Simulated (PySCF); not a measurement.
Dipole moment and polarisability of 1,1,2-trifluoro-2-methylcyclopropane

Species: 1,1,2-trifluoro-2-methylcyclopropane, C4H5F3.
SMILES with atom numbers: `[CH3:1][C@:2]1([F:3])[CH2:4][C:5]1([F:6])[F:7]` (hydrogens: H8, H9, H10 on C1; H11, H12 on C4)

Cartesian coordinates in Å at the PBE0-D3(BJ)/def2-SVP level; atoms count from 1:
```xyz
12
C4H5F3 angstrom
C      1.2955    0.5501   -0.5245
C      0.3293   -0.3202    0.2117
F      0.9346   -1.2871    0.9490
C     -1.0186   -0.7126   -0.3817
C     -0.9377    0.2099    0.7788
F     -1.3425   -0.2091    1.9757
F     -1.2349    1.5050    0.6090
H      2.0003    1.0114    0.1829
H      0.7682    1.3502   -1.0594
H      1.8655   -0.0480   -1.2508
H     -1.2942   -0.3069   -1.3584
H     -1.3549   -1.7289   -0.1604
```

Level: PBE0/def2-SVPD (PySCF), static field, nuclei fixed, core orbitals frozen in the response. The polarisability tensor in these axes (au):

```
x   52.04  1.44 -1.65
y    1.44 47.41 -0.10
z   -1.65 -0.10 47.72
```

Question: Give the principal values, the mean and the anisotropy Δα = √{½[(α1 − α2)² + (α2 − α3)² + (α1 − α3)²]}.

Answer: Principal values 46.75, 47.47 and 52.95 au; mean 49.06 au = 7.27 Å³ = 8.09 × 10⁻⁴⁰ C²·m²/J; Δα = 5.88 au (12 % of the mean).

Question: What is the dipole moment, and where does it point?

Answer: (0.38, 0.07, -2.48) D, 2.51 D in size, pointing from the negative to the positive side. Measured along this direction, the outermost atoms are F6 at the negative end and H10 at the positive end.

Question: Traceless (Buckingham) quadrupole moment about the centre of nuclear charge: eigenvalues?

Answer: -6.29, 0.89, 5.40 D·Å. The values depend on the origin, since the dipole doesn't vanish. The electronic extent ⟨r²⟩ about the same centre is 653 bohr², a root-mean-square distance of 1.81 Å for the 56 electrons.

Question: Orientational against electronic polarisability at 500 K (dilute gas, rigid molecules)?

Answer: In Gaussian units μ²/3kT = 30.34 Å³ against 7.27 Å³, a ratio of 4.17; the Debye molar polarisation (4π/3)N_A(α + μ²/3kT) is 94.9 cm³/mol, leaving out the vibrational part.

Question: Form Σ f/ω² (atomic units) for the 10 lowest TDDFT singlets, given as eV and f, and set it beside the mean polarisability, which is this sum over all singlets: 7.60, 0.0084; 7.97, 0.0127; 8.36, 0.0032; 8.66, 0.0265; 8.71, 0.0216; 8.81, 0.1001; 9.14, 0.0285; 9.40, 0.0001; 9.55, 0.0079; 9.58, 0.0445.

Answer: They add up to 2.39 au, 4.9 % of the 49.06 au; the largest single term is 0.95 au, from the state at 8.81 eV. Terms in order: 0.11, 0.15, 0.03, 0.26, 0.21, 0.95, 0.25, 0.00, 0.06, 0.36 au. Higher excitations give the rest. The strengths listed sum to 0.254.

Question: Find the Langevin capture rate constant for H3O+ (19.018 u) meeting this molecule (110.034 u), k = 2.342 × 10⁻⁹ cm³/s × √(α in Å³ / reduced mass in u).

Answer: The reduced mass is 16.22 u, so k = 1.57 × 10⁻⁹ cm³/s. The formula leaves out the permanent dipole, which adds to the capture rate.

Isolated species at its PBE0-D3(BJ)/def2-SVP geometry, gas phase.

These values come from a run that also computed excited states and ΔSCF ions. The run took 52 s of wall time on one thread, Arm Neoverse V2 (shared host).
